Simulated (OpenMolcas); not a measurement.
# Multiconfigurational calculation on Fe II

Input:

```
&GATEWAY
Coord
1

Fe 0.0 0.0 0.0
Basis=ANO-RCC-VDZP
Group=XYZ
NoMove
AngMom=0.0 0.0 0.0
AMFI
&SEWARD
&RASSCF
FileOrb=start.orb
Symmetry=1
Spin=6
nActEl=7 0 0
Inactive=3 6
Ras2=6 0
CIRoot=6 6 1
SDav=6
CIMx=300
Iter=120 100
PrWF=0.3
OrbListing=Nothing
MaxOrb=0
Atom
>>> COPY $Project.JobIph JOB001
&RASSCF
FileOrb=start.orb
Symmetry=1
Spin=4
nActEl=7 0 0
Inactive=3 6
Ras2=6 0
CIRoot=35 35 1
SDav=84
CIMx=300
Iter=120 100
PrWF=0.3
OrbListing=Nothing
MaxOrb=0
Atom
>>> COPY $Project.JobIph JOB002
&RASSCF
FileOrb=start.orb
Symmetry=1
Spin=2
nActEl=7 0 0
Inactive=3 6
Ras2=6 0
CIRoot=58 58 1
SDav=210
CIMx=300
Iter=120 100
PrWF=0.3
OrbListing=Nothing
MaxOrb=0
Atom
>>> COPY $Project.JobIph JOB003
&RASSI
NrOfJobIphs=3 6 35 58
1 2 3 4 5 6
1 2 3 4 5 6 7 8 9 10 11 12 13 14 15 16 17 18 19 20 21 22 23 24 25 26 27
28 29 30 31 32 33 34 35
1 2 3 4 5 6 7 8 9 10 11 12 13 14 15 16 17 18 19 20 21 22 23 24 25 26 27
28 29 30 31 32 33 34 35 36 37 38 39 40 41 42 43 44 45 46 47 48 49 50 51
52 53 54 55 56 57 58
IphNames
JOB001
JOB002
JOB003
EJob
SpinOrbit
DIPRint=1.0
SOCoupling=1000.0
Subsets=2
MEES
Property=10
'ANGMOM' 1 'ANGMOM' 2 'ANGMOM' 3 'MLTPL  1' 1 'MLTPL  1' 2 'MLTPL  1' 3
'AMFI' 1 'AMFI' 2 'AMFI' 3 'MLTPL  2' 6
SOProperty=3
'ANGMOM' 1 'ANGMOM' 2 'ANGMOM' 3
```

Launched by
```bash
OMP_NUM_THREADS=1 MOLCAS_MEM=1689 MOLCAS_PROJECT=a pymolcas a.inp > a.log  # once for each step of the input, in one work folder
```

A driver script runs the steps one by one and writes start.orb anew before each from the orbitals found so far.

Output, cut to the results:

```
--- SEWARD ---
Basis set label: FE.ANO-RCC...5S4P2D1F.

      Electronic valence basis set:
      ------------------
      Associated Effective Charge  26.000000 au
      Associated Actual Charge     26.000000 au
      Nuclear Model: Point charge

      Shell  nPrim  nBasis  Cartesian Spherical Contaminant
         s      21       5        X
         p      15       4        X
         d      10       2                 X
         f       6       1                 X
                  Relativistic Douglas-Kroll-Hess integrals:
                    - DKH order of Hamiltonian: 2
                    - DKH order of Properties : 0
                  Atomic mean-field integrals
--- RASSCF ---
Wave function specifications:
      -----------------------------

      Number of closed shell electrons          18
      Number of electrons in active shells       7
      Max number of holes in RAS1 space          0
      Max nr of electrons in RAS3 space          0
      Number of inactive orbitals                9
      Number of active orbitals                  6
      Number of secondary orbitals              19
      Spin quantum number                      2.5
      State symmetry                             1
Orbital specifications:
      -----------------------

      Symmetry species                           1   2
                                                ag  au
      Frozen orbitals                            0   0
      Inactive orbitals                          3   6
      Active orbitals                            6   0
      RAS1 orbitals                              0   0
      RAS2 orbitals                              6   0
      RAS3 orbitals                              0   0
      Secondary orbitals                         6  13
      Deleted orbitals                           0   0
      Number of basis functions                 15  19
      Number of CSFs                             6
      Number of root(s) required                 6
      Iter CI   SX   CI       RASSCF       Energy    max ROT     max BLB   max BLB  Level Ln srch  Step   QN
          iter iter root      energy       change     param      element    value   shift minimum  type update
 Nr of preliminary CI iterations:   1
      Total energies have been shifted. Add                -1000.00 au
        1   1    2    0  -271.05785219    0.00E+00  -1.76E-08    6  10 2 -1.02E-07   0.09   0.00    SX    NO
        2   1    1    0  -271.05785219    1.14E-12   0.00E+00    6  10 2  1.89E-08   0.09   0.00    SX    NO
        3   1    1    0  -271.05785219   -6.82E-13   0.00E+00    6  10 2  1.89E-08   0.09   0.00    SX    NO
        4   1    1    0  -271.05785219   -2.73E-12   0.00E+00    6  10 2  1.89E-08   0.09   0.00    SX    NO
      Convergence after  4 iterations
        5   1    1    0  -271.05785219    6.82E-13   0.00E+00    6  10 2  1.89E-08   0.09   0.00    SX    NO
      Natural orbitals and occupation numbers for root  1
      sym 1:   1.000000   2.000000   1.000000   1.000000   1.000000   1.000000
      Natural orbitals and occupation numbers for root  2
      sym 1:   1.000000   1.000000   2.000000   1.000000   1.000000   1.000000
      Natural orbitals and occupation numbers for root  3
      sym 1:   2.000000   1.000000   1.000000   1.000000   1.000000   1.000000
::    RASSCF root number  1 Total energy:  -1271.08288650
::    RASSCF root number  2 Total energy:  -1271.08288650
::    RASSCF root number  3 Total energy:  -1271.08288650
::    RASSCF root number  4 Total energy:  -1271.08288650
::    RASSCF root number  5 Total energy:  -1271.08288650
::    RASSCF root number  6 Total energy:  -1270.93268063
--- RASSCF ---
Wave function specifications:
      -----------------------------

      Number of closed shell electrons          18
      Number of electrons in active shells       7
      Max number of holes in RAS1 space          0
      Max nr of electrons in RAS3 space          0
      Number of inactive orbitals                9
      Number of active orbitals                  6
      Number of secondary orbitals              19
      Spin quantum number                      1.5
      State symmetry                             1
Orbital specifications:
      -----------------------

      Symmetry species                           1   2
                                                ag  au
      Frozen orbitals                            0   0
      Inactive orbitals                          3   6
...
--- RASSI ---
SPIN-FREE ENERGIES:
  (Shifted by EMIN (a.u.) =      -1271.0828864994)

 SF State       Relative EMIN(au)   Rel lowest level(eV)    D:o, cm**(-1)      L_eff

     1             0.0000000000        0.0000000000              0.0000         2.0
     2             0.0000000000        0.0000000000              0.0000         2.0
     3             0.0000000000        0.0000000000              0.0000         2.0
     4             0.0000000000        0.0000000000              0.0000         2.0
     5             0.0000000000        0.0000000000              0.0000         2.0
     7             0.0444814066        1.2104007357           9762.5403         2.0
     8             0.0444814066        1.2104007357           9762.5403         2.0
     9             0.0444814066        1.2104007357           9762.5403         2.0
    10             0.0444814066        1.2104007357           9762.5403         2.0
    11             0.0444814066        1.2104007357           9762.5403         2.0
    12             0.1055423479        2.8719535950          23163.8679         5.0
    13             0.1055423479        2.8719535950          23163.8679         5.0
    14             0.1055423479        2.8719535950          23163.8679         5.0
    15             0.1055423479        2.8719535950          23163.8679         5.0
    16             0.1055423479        2.8719535950          23163.8679         5.0
    17             0.1055423479        2.8719535950          23163.8679         5.0
    18             0.1055423479        2.8719535950          23163.8679         5.0
    19             0.1055423479        2.8719535950          23163.8679         5.0
    20             0.1055423479        2.8719535950          23163.8679         5.0
    21             0.1055423479        2.8719535950          23163.8679         5.0
    22             0.1055423479        2.8719535950          23163.8679         5.0
...
```

Levels above the lowest, from the spin-orbit matrix, grouped by J:

| Configuration | Term | J | E (cm-1) | Measured (cm-1) | Term weight % | Second |
| --- | --- | --- | --- | --- | --- | --- |
| 3d6 4s | 6D | 9/2 | 0.0 | 0.0 | 100 |  |
| 3d6 4s | 6D | 7/2 | 402 | 385 | 100 |  |
| 3d6 4s | 6D | 5/2 | 702 | 668 | 100 |  |
| 3d6 4s | 6D | 3/2 | 909 | 863 | 100 |  |
| 3d6 4s | 6D | 1/2 | 1031 | 977 | 100 |  |
| 3d6 4s | 4D | 7/2 | 9815 |  | 100 |  |
| 3d6 4s | 4D | 5/2 | 10266 |  | 100 |  |
| 3d6 4s | 4D | 3/2 | 10573 |  | 100 |  |
| 3d6 4s | 4D | 1/2 | 10754 |  | 100 |  |
| 3d6 4s | 4H | 13/2 | 23390 | 21252 | 100 |  |
| 3d6 4s | 4H | 11/2 | 23553 | 21430 | 99 |  |
| 3d6 4s | 4H | 9/2 | 23692 | 21582 | 99 |  |
| 3d6 4s | 4H | 7/2 | 23809 | 21712 | 99 |  |
| 3d6 4s | 4P | 5/2 | 25438 |  | 100 |  |
| 3d6 4s | 4P | 3/2 | 26450 |  | 99 |  |
| 3d6 4s | 4F | 9/2 | 26569 |  | 97 | 3 4G |
| 3d6 4s | 4F | 7/2 | 26733 |  | 97 | 3 4G |
| 3d6 4s | 4F | 5/2 | 26879 |  | 98 |  |
| 3d6 4s | 4F | 3/2 | 26997 |  | 100 |  |
| 3d6 4s | 4P | 1/2 | 27057 |  | 99 |  |
| 3d6 4s | 4G | 11/2 | 29012 | 25429 | 76 | 23 2H |
| 3d6 4s | 4G | 9/2 | 29425 | 25805 | 85 | 12 2H |
| 3d6 4s | 4G | 7/2 | 29639 | 25982 | 96 | 3 4F |
| 3d6 4s | 2H | 11/2 | 29661 | 26170 | 76 | 23 4G |

Against the 12 measured excited levels shown (NIST Handbook of Basic Atomic Spectroscopic Data) the mean absolute deviation is 1900 cm-1; the largest miss in energy is 3d6 4s 4G 7/2: computed 29639, measured 25982 cm-1 (+14.1 %).

Without dynamic correlation excited terms often stand tens of per cent too high (terms of higher spin than the ground term too low), and those without a measured partner can miss by more than the paired ones. No level of 3d7 was computed, though it lies in the active space. Measured partners are found by configuration, term and J. A level has none where our copy of the source lacks it or the pairing is in doubt (some pairs that miss far off the trend of their configuration count as doubtful), and it then counts in no deviation. Levels of configurations outside the active space are missing. The first state left out of the spin-orbit step lies near 38000 cm-1 above the lowest spin-free state of the reference (among the parities and spins computed), and the list stops at four fifths of that energy or lower. The table shows the lowest 24 of 26 levels.

The term weight is that of the spin-free term in the level, not the purity of its configuration.
